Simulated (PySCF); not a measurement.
# Spinor energies of Ho⁴⁺ (holmium, charge +4)

Start: [Xe] 4f9; 4f5/2 filled at m_j = -5/2, -3/2, -1/2, +1/2, +3/2, +5/2; 4f7/2 filled at m_j = +3/2, +5/2, +7/2. Calculated with PySCF 2.14 in x2c-TZVPPall-2c (11s11p10d4f2g, 140 functions): generalised Hartree-Fock with the X2C-1e Hamiltonian and a Gaussian nucleus; one run each with spin-orbit coupling (SO) switched off, then screened by Boettger's factors.

```json
{"spinor shell": "1s1/2", "electrons": "2", "ε, spin-free (eV)": "-55954.1", "ε, screened SO (eV)": "-55941.9", "weight of nominal j (screened SO)": "1.000", "rms radius, screened SO (bohr)": "0.0236"}
{"spinor shell": "2s1/2", "electrons": "2", "ε, spin-free (eV)": "-9532.7", "ε, screened SO (eV)": "-9528.9", "weight of nominal j (screened SO)": "1.000", "rms radius, screened SO (bohr)": "0.0952"}
{"spinor shell": "2p1/2", "electrons": "2", "ε, spin-free (eV)": "-8447.8", "ε, screened SO (eV)": "-9054.0", "weight of nominal j (screened SO)": "1.000", "rms radius, screened SO (bohr)": "0.0814"}
{"spinor shell": "2p3/2", "electrons": "4", "ε, spin-free (eV)": "-8447.8", "ε, screened SO (eV)": "-8192.1", "weight of nominal j (screened SO)": "1.000", "rms radius, screened SO (bohr)": "0.0881"}
{"spinor shell": "3s1/2", "electrons": "2", "ε, spin-free (eV)": "-2227.7", "ε, screened SO (eV)": "-2226.4", "weight of nominal j (screened SO)": "1.000", "rms radius, screened SO (bohr)": "0.245"}
{"spinor shell": "3p1/2", "electrons": "2", "ε, spin-free (eV)": "-1889.7", "ε, screened SO (eV)": "-2018.8", "weight of nominal j (screened SO)": "1.000", "rms radius, screened SO (bohr)": "0.236"}
{"spinor shell": "3p3/2", "electrons": "4", "ε, spin-free (eV)": "-1889.7", "ε, screened SO (eV)": "-1834.3", "weight of nominal j (screened SO)": "1.000", "rms radius, screened SO (bohr)": "0.250"}
{"spinor shell": "3d3/2", "electrons": "4", "ε, spin-free (eV)": "-1458.4", "ε, screened SO (eV)": "-1482.4", "weight of nominal j (screened SO)": "0.998", "rms radius, screened SO (bohr)": "0.223"}
{"spinor shell": "3d5/2", "electrons": "6", "ε, spin-free (eV)": "-1458.4", "ε, screened SO (eV)": "-1441.2", "weight of nominal j (screened SO)": "0.998", "rms radius, screened SO (bohr)": "0.226"}
{"spinor shell": "4s1/2", "electrons": "2", "ε, spin-free (eV)": "-510.88", "ε, screened SO (eV)": "-510.49", "weight of nominal j (screened SO)": "1.000", "rms radius, screened SO (bohr)": "0.550"}
{"spinor shell": "4p1/2", "electrons": "2", "ε, spin-free (eV)": "-396.63", "ε, screened SO (eV)": "-427.54", "weight of nominal j (screened SO)": "0.987", "rms radius, screened SO (bohr)": "0.564"}
{"spinor shell": "4p3/2", "electrons": "4", "ε, spin-free (eV)": "-396.63", "ε, screened SO (eV)": "-383.19", "weight of nominal j (screened SO)": "0.994", "rms radius, screened SO (bohr)": "0.594"}
{"spinor shell": "4d3/2", "electrons": "4", "ε, spin-free (eV)": "-238.67", "ε, screened SO (eV)": "-248.06", "weight of nominal j (screened SO)": "0.811", "rms radius, screened SO (bohr)": "0.634"}
{"spinor shell": "4d5/2", "electrons": "6", "ε, spin-free (eV)": "-238.67", "ε, screened SO (eV)": "-232.09", "weight of nominal j (screened SO)": "0.874", "rms radius, screened SO (bohr)": "0.643"}
{"spinor shell": "5s1/2", "electrons": "2", "ε, spin-free (eV)": "-109.21", "ε, screened SO (eV)": "-109.15", "weight of nominal j (screened SO)": "1.000", "rms radius, screened SO (bohr)": "1.32"}
{"spinor shell": "5p1/2", "electrons": "2", "ε, spin-free (eV)": "-77.344", "ε, screened SO (eV)": "-82.209", "weight of nominal j (screened SO)": "0.967", "rms radius, screened SO (bohr)": "1.44"}
{"spinor shell": "5p3/2", "electrons": "4", "ε, spin-free (eV)": "-77.344", "ε, screened SO (eV)": "-75.230", "weight of nominal j (screened SO)": "0.984", "rms radius, screened SO (bohr)": "1.53"}
{"spinor shell": "4f5/2", "electrons": "6", "ε, spin-free (eV)": "-70.254", "ε, screened SO (eV)": "-69.859", "weight of nominal j (screened SO)": "0.728", "rms radius, screened SO (bohr)": "0.810"}
{"spinor shell": "4f7/2", "electrons": "3", "ε, spin-free (eV)": "-70.254", "ε, screened SO (eV)": "-70.834", "weight of nominal j (screened SO)": "0.796", "rms radius, screened SO (bohr)": "0.807"}
```

```csv
quantity,spin-free,screened SO
E (hartree),-12604.45102,-12614.35335
M_J,15/2,15/2
⟨J²⟩,63.760,63.771
⟨L²⟩,30.006,30.769
⟨S²⟩,8.754,8.554
```

Each row is a mean over spinors that exchange with the open shell spreads, by up to 17.189 eV (4d5/2).

Rows whose weight is well below 1 are mixtures of j = l ± 1/2: exchange outweighs spin-orbit coupling there, and the label is only the starting occupation.

Breit and QED terms are absent; they matter most for the inner s and p1/2 levels.

Densities and radii are taken from the X2C orbitals without a picture-change correction, which distorts them close to the nucleus.

Without spin-orbit coupling the j labels of p, d and f shells carry no meaning; the spin-free column gives the mean over the occupied spinors of each nl shell.
